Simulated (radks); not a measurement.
Charge is removed step by step from the 4d (averaged over the sub-levels emptied) level of Sn+, starting from [Kr] 4d10 5s2 5p1. Calculated with a radial shooting solver on a logarithmic mesh with Libxc functionals: Dirac Kohn-Sham, PBE, spin-unpolarised, spherical densities, point nucleus; open shells are shared between the two j in proportion to 2j + 1.

removed (e),E - E(0) (eV),eigenvalue (eV),E minus straight line (eV)
0,0.000,-33.790,0.000
0.1,3.454,-35.292,-0.701
0.2,7.059,-36.813,-1.251
0.3,10.817,-38.352,-1.648
0.4,14.730,-39.908,-1.890
0.5,18.799,-41.481,-1.975
0.6,23.027,-43.070,-1.903
0.7,27.414,-44.675,-1.670
0.8,31.962,-46.296,-1.277
0.9,36.674,-47.931,-0.721
1,41.549,-49.582,0.000

Removing the whole electron costs 41.549 eV by Delta-SCF, against 33.790 eV from minus the eigenvalue at the starting occupation. Slater's transition state (half an electron removed) gives 41.481 eV. Integrating minus the eigenvalue over the occupation (Janak's theorem) gives 41.549 eV. The mean slope of the eigenvalue, de/dn, is 15.8 eV per electron.
